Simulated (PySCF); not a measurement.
`CC[Si@H]1C[C@H](Cl)CO1`, C₅H₁₁ClOSi

Molfile (atoms numbered from 1):
```
C5H11ClOSi
     RDKit          3D

 19 19  0  0  0  0  0  0  0  0999 V2000
    2.8998    0.0819   -0.2021 C   0  0  0  0  0  0  0  0  0  0  0  0
    1.7890   -0.8315    0.2974 C   0  0  0  0  0  0  0  0  0  0  0  0
    0.2257    0.1279    0.7576 Si  0  0  1  0  0  4  0  0  0  0  0  0
   -0.8701    0.7291   -0.6858 C   0  0  0  0  0  0  0  0  0  0  0  0
   -2.2381    0.5198   -0.0667 C   0  0  2  0  0  0  0  0  0  0  0  0
   -2.5771    1.8866    1.0316 Cl  0  0  0  0  0  0  0  0  0  0  0  0
   -2.1793   -0.7600    0.7650 C   0  0  0  0  0  0  0  0  0  0  0  0
   -0.9093   -0.9106    1.3294 O   0  0  0  0  0  0  0  0  0  0  0  0
    2.5930    0.6001   -1.1068 H   0  0  0  0  0  0  0  0  0  0  0  0
    3.8017   -0.4863   -0.4217 H   0  0  0  0  0  0  0  0  0  0  0  0
    3.1407    0.8297    0.5482 H   0  0  0  0  0  0  0  0  0  0  0  0
    2.1388   -1.3638    1.1809 H   0  0  0  0  0  0  0  0  0  0  0  0
    1.5787   -1.5900   -0.4581 H   0  0  0  0  0  0  0  0  0  0  0  0
    0.4759    1.2021    1.7215 H   0  0  0  0  0  0  0  0  0  0  0  0
   -0.7409    1.7591   -1.0039 H   0  0  0  0  0  0  0  0  0  0  0  0
   -0.7760    0.0927   -1.5666 H   0  0  0  0  0  0  0  0  0  0  0  0
   -3.0614    0.4947   -0.7832 H   0  0  0  0  0  0  0  0  0  0  0  0
   -2.9220   -0.7483    1.5674 H   0  0  0  0  0  0  0  0  0  0  0  0
   -2.3788   -1.6238    0.1189 H   0  0  0  0  0  0  0  0  0  0  0  0
  1  2  1  0
  2  3  1  0
  3  4  1  0
  4  5  1  0
  5  6  1  0
  5  7  1  0
  7  8  1  0
  8  3  1  0
  1  9  1  0
  1 10  1  0
  1 11  1  0
  2 12  1  0
  2 13  1  0
  3 14  1  1
  4 15  1  0
  4 16  1  0
  5 17  1  6
  7 18  1  0
  7 19  1  0
M  END
```

Theory: TDDFT wB97X-D/def2-SVPD circular dichroism and optical rotation, one conformer, gas phase (PySCF). Geometry: GFN2-xTB.

The molecule is flexible and this is one conformer; a measurement averages over conformers.

(1) Draw the ECD and absorption spectra from the lowest 8 states, each a Gaussian of half-width 0.25 eV at 1/e height.

Answers

(1) 
```tsv
E (eV)	λ (nm)	Δε (L mol⁻¹ cm⁻¹)	ε (L mol⁻¹ cm⁻¹)
6.92	179	0.00	1.66
7.07	175	+0.08	15.7
7.22	172	+0.88	74.9
7.37	168	+3.17	190
7.52	165	+5.75	366
7.67	162	+12.32	1030
7.82	158	+37.77	2800
7.97	156	+68.72	4820
8.12	153	+58.01	5290
```
Δε uses R in velocity form, ε uses f in length form. Only the states computed contribute, so the short-wavelength end is incomplete.
